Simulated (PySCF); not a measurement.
Input of a run (PBE0-D3(BJ)/def2-SVP geometry optimisation, gas phase (PySCF 2.14.0)), started from GFN2-xTB:
```
{"job": {"xc": "PBE0", "basis": "def2-SVP", "d3": "d3bj", "grid": 1, "kind": "geom"}, "charge": 0, "multiplicity": 1}
C     -3.969720    -0.107602     0.891428
N     -2.686962     0.332054     0.404326
Si    -1.398762    -0.708493    -0.057463
Si     0.348751     0.676247    -0.577638
N      0.569487     0.708996    -2.292858
N      1.794038     0.122957     0.279607
Si     2.493312    -1.414851    -0.113575
Si     2.658427     1.154318     1.377982
H     -4.713207    -0.194209     0.093050
H     -3.851136    -1.083094     1.353258
H     -4.354239     0.589284     1.640059
H     -2.744710     1.245514    -0.018718
H     -1.206881    -1.607648     1.093898
H     -1.768868    -1.649901    -1.150885
H      0.268023     2.113596    -0.275642
H      1.364981     1.218139    -2.645142
H      0.471105    -0.148616    -2.811334
H      2.920858    -2.075061     1.118205
H      3.658395    -1.236700    -0.992316
H      1.472627    -2.204877    -0.808826
H      3.807518     1.760953     0.696473
H      1.725970     2.177673     1.843577
H      3.136238     0.358304     2.508489
```

Output (energies in Eh, forces in Eh/bohr):
```
step   0  E = -1368.20815931  max force = 0.023329
step   1  E = -1368.21783493  max force = 0.005413
step   2  E = -1368.21833475  max force = 0.002880
step   3  E = -1368.21848187  max force = 0.000940
step   4  E = -1368.21856863  max force = 0.001310
step   5  E = -1368.21865987  max force = 0.001135
step   6  E = -1368.21873935  max force = 0.000803
step   7  E = -1368.21877762  max force = 0.000566
step   8  E = -1368.21883859  max force = 0.000609
step   9  E = -1368.21891453  max force = 0.000745
step  10  E = -1368.21898881  max force = 0.001418
step  11  E = -1368.21901460  max force = 0.001351
step  12  E = -1368.21898908  max force = 0.002628
step  13  E = -1368.21924231  max force = 0.001413
step  14  E = -1368.21932624  max force = 0.001262
step  15  E = -1368.21956489  max force = 0.001547
step  16  E = -1368.21963082  max force = 0.001397
step  17  E = -1368.21993013  max force = 0.001871
step  18  E = -1368.22002594  max force = 0.002956
step  19  E = -1368.22032021  max force = 0.001970
step  20  E = -1368.22041077  max force = 0.001319
step  21  E = -1368.22055979  max force = 0.001312
step  22  E = -1368.22060736  max force = 0.001118
step  23  E = -1368.22070553  max force = 0.000469
step  24  E = -1368.22073461  max force = 0.000517
step  25  E = -1368.22077762  max force = 0.001037
step  26  E = -1368.22082916  max force = 0.001507
step  27  E = -1368.22091524  max force = 0.001468
step  28  E = -1368.22096529  max force = 0.000690
step  29  E = -1368.22100998  max force = 0.000850
step  30  E = -1368.22104979  max force = 0.000570
step  31  E = -1368.22106936  max force = 0.000441
step  32  E = -1368.22108973  max force = 0.000354
step  33  E = -1368.22110653  max force = 0.000419
step  34  E = -1368.22111762  max force = 0.000457
step  35  E = -1368.22112269  max force = 0.000280
optimisation converged
```

Summarise the run.

The energy falls by 8.1 kcal/mol over 36 energy and gradient evaluations, the largest force component goes from 0.0233 to 2.8e-04 Eh/bohr, and the atoms move by 1.023 Å rms after alignment. The bond that changes most is Si3–Si4 (SiH2 silicon to SiH silicon), which lengthens by 0.053 Å. Bonds longer at the end by more than 0.005 Å: 20 of 22; shorter: 0. Among the angles that change most is Si3–Si4–H15, from 120.2° to 113.1°. Among the dihedrals that turn most is N2–Si3–Si4–N5, from -107° to -36°. The energy rose by more than 1e-6 Eh at step 12. The first step brought 75 % of the lowering.

What are the final bond lengths?

C1–N2 1.440 Å, N2–Si3 1.730 Å, Si3–Si4 2.342 Å, Si4–N5 1.738 Å, Si4–N6 1.767 Å, N6–Si7 1.750 Å, N6–Si8 1.751 Å, C1–H9 1.108 Å, C1–H10 1.102 Å, C1–H11 1.104 Å, N2–H12 1.015 Å, Si3–H13 1.500 Å, Si3–H14 1.509 Å, Si4–H15 1.497 Å, N5–H16 1.016 Å, N5–H17 1.015 Å, Si7–H18 1.495 Å, Si7–H19 1.496 Å, Si7–H20 1.495 Å, Si8–H21 1.496 Å, Si8–H22 1.495 Å, Si8–H23 1.496 Å. Numbering counts from 1 in the input's order; the species is `CN[SiH2][Si@H](N)N([SiH3])[SiH3]`.

The run used 203 basis functions and 249 SCF cycles in all.

Not checked by PBE0-D3(BJ)/def2-SVP frequencies. One conformer, not necessarily the lowest.
